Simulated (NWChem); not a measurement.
System: C$_{2}$H$_{3}$ClF$_{2}$Si; SMILES F/C=C(/F)[SiH2]Cl

```xyz
9

F      1.4676     2.0713    -0.1975
C      0.1370     1.9971    -0.3613
C     -0.5451     0.9158     0.0240
F     -1.8904     0.9289    -0.1999
Si     0.1207    -0.6267     0.8516
Cl     0.2487    -2.1866    -0.5172
H     -0.3009     2.8757    -0.8258
H     -0.8345    -1.0377     1.9040
H      1.4708    -0.3700     1.3934
```
Atoms are numbered in this order, from 1.

Computed with NWChem. Structure relaxed at the B3LYP/6-31G* (spherical d) level. Level M06-L/def2-SVP: energy and gradient on several grids; changes count from the extra-fine grid, which is no exact limit either.

| grid | size of the energy change (μHa) | largest change of a gradient component (μHa/bohr) | time, medium = 1 (rough) |
|---|---|---|---|
| xcoarse | 30000 | 7000 | about 1 |
| coarse | 1000 | 2000 | about 1 |
| medium | < 10 | 500 | about 1 |
| fine | < 10 | 200 | about 1 |
| xfine | < 10 | < 30 | 3 |
